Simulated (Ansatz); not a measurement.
`C[CH2][Al@H-]1[F+][Al@@H-]([CH2]C)[F+]1`, charge 0, multiplicity 1.

Task: Give a relaxed structure at PBE0-D4/def2-TZVP (the Gaussian-basis code of Ansatz). (Estimate.)

Result: Ansatz gave: 
Z-matrix (Å, degrees):
```
Al
Al 1 2.805
C 1 1.945 2 117.3
F 1 1.833 2 40.1 3 89.6
F 1 1.833 2 40.1 3 -89.6
H 1 1.577 2 114.9 3 180.0
C 2 1.949 1 118.9 3 0.0
H 2 1.578 1 114.4 3 -180.0
C 3 1.530 1 115.6 2 -0.0
H 3 1.098 1 108.0 2 -123.7
H 3 1.098 1 108.0 2 123.7
C 7 1.531 2 114.6 1 -179.8
H 7 1.097 2 108.5 1 -56.5
H 7 1.097 2 108.5 1 56.9
H 9 1.094 3 111.7 1 59.8
H 9 1.094 3 112.1 1 180.0
H 9 1.094 3 111.7 1 -59.9
H 12 1.094 7 112.1 2 -180.0
H 12 1.094 7 111.8 2 59.8
H 12 1.094 7 111.8 2 -59.7
```
Point group Cs.
This is one stationary point; other conformers may exist.
